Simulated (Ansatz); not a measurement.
Computed with Ansatz on PBE0-D4/def2-TZVP structures; ΔE is electronic, products minus reactants. CBS: MP2 limit from def2 TZ/QZ plus the TZ coupled-cluster correction, frozen cores. This one scheme is used for every species. Functionals use def2-TZVPP. HSE06 is defined as in plane-wave codes. Elements past krypton have def2 core potentials. For Sn outer-core shells are correlated without core-valence functions, which leaves a few kJ/mol of doubt a bond. Each species was taken in one conformer, which may not be the lowest.

`[SH][Sn]([Cl])([Cl])[Cl]` + H–F → `[F][Sn]([Cl])([Cl])[Cl]` + H₂S  (ligand exchange at the Sn–S bond)

`[SH][Sn]([Cl])([Cl])[Cl]`:

Cartesian coordinates in Å:
```
S -1.746 0.872 0.400
Sn 0.276 -0.119 -0.323
Cl 0.331 -0.026 -2.615
Cl 2.131 0.961 0.508
Cl 0.460 -2.315 0.339
H -1.452 0.627 1.691
```

H–F:

Z-matrix (Å, degrees):
```
F
H 1 0.920
```

`[F][Sn]([Cl])([Cl])[Cl]`:

```xyz
5

F    -0.308    1.397   -1.283
Sn   -0.005    0.022   -0.020
Cl   -1.090   -1.839   -0.766
Cl    2.247   -0.314    0.093
Cl   -0.844    0.734    1.976
```

H₂S:

```xyz
3

S     0.548   -0.278   -0.081
H    -0.349   -0.264    0.916
H    -0.199    0.542   -0.836
```

```json
{"level": "revPBE-D4", "ΔE (kJ/mol)": "22.4"}
{"level": "BLYP-D4", "ΔE (kJ/mol)": "14.3"}
{"level": "ωB97X-V", "ΔE (kJ/mol)": "10.8"}
{"level": "HSE06", "ΔE (kJ/mol)": "22.2"}
```

Problem. What does CCSD(T)/CBS give? (Best estimate.)

Solution. The calculation gave: +23.1 kJ/mol. The listed levels differ from it by -0.7, -8.8, -12.3, -0.9 kJ/mol.

Problem. What do rigid-rotor, harmonic-oscillator terms from PBE0-D4/def2-TZVP frequencies (298.15 K, 1 bar) make of the CCSD(T)/CBS value? (Best estimate.)

Solution. The calculation gave: ΔZPE = -3.5 kJ/mol, ΔH = +17.5 kJ/mol, ΔS = -9 J/(mol·K), ΔG = +20.1 kJ/mol. Modes under 50 cm⁻¹ make the entropy rough.

Largest T1 diagnostic among the species: 0.012.

From BLYP to BHLYP (50 % exact exchange), in def2-TZVPP and without D4, ΔE moves by +6.9 kJ/mol. At CCSD(T), def2-SVP lies −13.8 kJ/mol from the extrapolated value and def2-TZVPP −2.4 kJ/mol. The D4 term adds +9.5 kJ/mol with B3LYP and +5.3 kJ/mol with PBE0; it sums over pairs of atoms, weighted by their polarisabilities, and B3LYP, whose exchange is more repulsive, gets the larger term.

B3LYP here is the variant with VWN-RPA as its local correlation; programs differ in this.
